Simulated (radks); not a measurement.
Task: Coherent X-ray form factor from a spherical all-electron density. All-electron calculation, scalar-relativistic Kohn-Sham, PBEsol, spin-polarised, spherical densities, finite nucleus; Fermi nuclear charge, rms radius of each element as measured or else 0.836 A^(1/3) + 0.57 fm. Program: a radial shooting solver on a logarithmic mesh with Libxc functionals.

| sin(theta)/lambda (1/angstrom) | f0 (electrons) |
|---|---|
| 0.05 | 78.912 |
| 0.1 | 76.038 |
| 0.15 | 72.188 |
| 0.2 | 68.036 |
| 0.25 | 63.958 |
| 0.3 | 60.113 |
| 0.4 | 53.293 |
| 0.5 | 47.587 |
| 0.6 | 42.798 |
| 0.8 | 35.115 |
| 1 | 29.059 |
| 1.25 | 23.258 |
| 1.5 | 19.253 |
| 2 | 14.878 |

The species is in the configuration that NIST lists as its ground one. Which atom or ion scatters so?

Result: Neutral mercury, [Hg]. Extrapolating in s^2 from the first two rows gives f0(0) = 79.9, near the electron count 80; among species with that count, the fall with angle is slower the higher Z, and the table is that of Z = 80; from so few rows the species is fixed only to a neighbour or two.
